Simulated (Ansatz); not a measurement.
C4H9O (SMILES [CH2]C(C)(C)O), doublet, geometry from GFN2-xTB. Base run: HF/STO-3G in Ansatz (a first-principles code).

Here is a job for Ansatz.
Ansatz 0.2 input:
```yaml
crystal:
  periodic: [false, false, false]
  atoms:
    - {symbol: C, position_ang: [0.61166572, 1.15119891, 0.78906624]}
    - {symbol: C, position_ang: [0.01673001, 0.05823887, -0.00844018]}
    - {symbol: C, position_ang: [-1.20766344, -0.52930005, 0.73250715]}
    - {symbol: C, position_ang: [1.04543595, -1.06829925, -0.23885495]}
    - {symbol: O, position_ang: [-0.36740157, 0.49932723, -1.30008057]}
    - {symbol: H, position_ang: [0.81682883, 2.10526978, 0.34486652]}
    - {symbol: H, position_ang: [0.91411373, 0.97092246, 1.80100114]}
    - {symbol: H, position_ang: [-0.90624909, -0.94065666, 1.69094494]}
    - {symbol: H, position_ang: [-1.65262507, -1.31570821, 0.12807493]}
    - {symbol: H, position_ang: [-1.95189088, 0.24666320, 0.90287815]}
    - {symbol: H, position_ang: [0.58536582, -1.85316215, -0.83264327]}
    - {symbol: H, position_ang: [1.89686087, -0.67164289, -0.78425602]}
    - {symbol: H, position_ang: [1.38063336, -1.47459075, 0.71014596]}
    - {symbol: H, position_ang: [-0.94083446, 1.26725635, -1.20603734]}
basis:
  gaussian:
    orbitals: STO-3G
hamiltonian:
  xc: hf
magnetization: {spin_polarized: true, initial_magnetization: 1}
```

The bond that is stretched is that between atoms 11 and 4. A test that says stable can miss a lower solution.

The base run was repeated with changes; each row names its change, and settings that it needs were set with it.

```csv
change,ΔE vs base (eV),<S^2>,stability test says
base,0.00,0.765,minimum
spin_polarized = on; lower_state_search = off,0.00,0.765,undecided (no full test)
spin_polarized = on; lower_state_search = standard,0.00,0.765,minimum
bond × 1.25,1.17,0.765,minimum
spin_polarized = on; lower_state_search = off; bond × 1.25,1.17,0.765,undecided (no full test)
spin_polarized = on; lower_state_search = standard; bond × 1.25,1.17,0.765,minimum
bond × 1.5,3.26,0.958,minimum
spin_polarized = on; lower_state_search = off; bond × 1.5,3.26,0.958,undecided (no full test)
spin_polarized = on; lower_state_search = standard; bond × 1.5,3.26,0.958,minimum
bond × 1.8,4.49,1.491,minimum
spin_polarized = on; lower_state_search = off; bond × 1.8,4.49,1.491,undecided (no full test)
spin_polarized = on; lower_state_search = standard; bond × 1.8,4.49,1.491,minimum
bond × 2.2,4.91,1.688,minimum
spin_polarized = on; lower_state_search = off; bond × 2.2,4.96,1.725,undecided (no full test)
spin_polarized = on; lower_state_search = standard; bond × 2.2,4.91,1.688,minimum
bond × 3.0,5.02,1.739,minimum
spin_polarized = on; lower_state_search = off; bond × 3.0,5.07,1.777,undecided (no full test)
spin_polarized = on; lower_state_search = standard; bond × 3.0,5.02,1.739,minimum
```

On stretching, the SCF can end on different states; <S^2> shows the spin contamination of each.
